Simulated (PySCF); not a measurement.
**Vibration and rotation of SnC**

ROHF-CCSD(T) constants of SnC, ³Π (triplet), unpaired electrons σ ↑, π ↑ (Sn x2c-SVPall, C x2c-SVPall; spin-free X2C with a Gaussian nucleus (PySCF 2.14); masses 119.9022 and 12.0000 u):

| Property | Result |
| --- | --- |
| ωe | 658.2 cm⁻¹ |
| ωexe | 4.19 cm⁻¹ |
| Be | 0.37205 cm⁻¹ |
| αe | 0.00293 cm⁻¹ |
| D (centrifugal) | 4.75e-07 cm⁻¹ |
| De to Sn + C | 2.77 eV |

**Question.** Give the vibrational terms G(v) and spacings up to v = 6.

**Answer.** G(v) = ωe(v+½) − ωexe(v+½)².

```tsv
v	G(v) (cm⁻¹)	G(v) − G(v−1)	Bv (cm⁻¹)
0	328		0.3706
1	978	650	0.3677
2	1619	641	0.3647
3	2252	633	0.3618
4	2877	625	0.3589
5	3493	616	0.3559
6	4101	608	0.3530
```

**Question.** How well does the Morse estimate ωe²/(4ωexe) reproduce De, and what is D0?

**Answer.** It gives 3.20 eV, 116 % of the computed De. D0 = De − G(0) = 2.77 − 0.04 = 2.73 eV.

Correlated steps freeze 19 core orbitals. Correlated levels converge slowly with the basis: in double zeta they bind strong bonds too weakly, by up to about 1 eV, and carry superposition errors of some tenths. Spin–orbit coupling is left out, which matters for elements this heavy, above all for dissociation energies. The CCSD T1 diagnostic is raised, a sign that a single reference may not be enough here. The state was picked by a PBE0 search and need not be the measured ground state.
